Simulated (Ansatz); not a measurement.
The same path of CHBLiO2 (6 atoms, charge 1, multiplicity 1) was run twice with different band settings. The coordinate that changes most is the angle B3–C4–O5.

The calculation used Ansatz 0.2.0, RKS PBE0/def2-SVP.

Relaxed end points:

```xyz
6
Properties=species:S:1:pos:R:3
Li 1.395 2.367 1.981
O 0.673 1.167 0.911
B 0.162 0.264 0.244
C -0.441 -1.093 -0.073
O -0.898 -1.620 -1.121
H -0.892 -1.085 -1.943
```

```xyz
6
Properties=species:S:1:pos:R:3
Li 1.428 2.351 2.139
O 0.708 1.188 1.023
B 0.205 0.372 0.254
C -0.427 -0.932 -0.270
O -0.765 -1.047 -1.488
H -1.149 -1.932 -1.657
```

Common settings: movable images 9; climbing image yes; spring 5.0 eV/Å²; start path through a guess of the saddle point; force threshold 0.05 eV/Å; end points relaxed.

| run | optimiser | iteration limit | largest step |
| --- | --- | --- | --- |
| 1 | quadratic models (default) | 56 | default |
| 2 | lbfgs | 60 | 0.5 Å |

(1) What does each run give, and how far can it be trusted?

Results:

(1) Run 1: converged after 14 iterations, highest image 0.191 eV above the first end. A vibrational analysis at the climbing image gives one clearly imaginary mode, 319i cm⁻¹: a first-order saddle point.
Run 2: converged after 49 iterations, highest image 1.031 eV above the first end. The order of the stationary point at the top wasn't checked. Another band between the same ends, with other settings, climbed to 0.19 eV only, so this may not be the lowest route.
Limits of this set-up: the dipole of an ion depends on the origin.
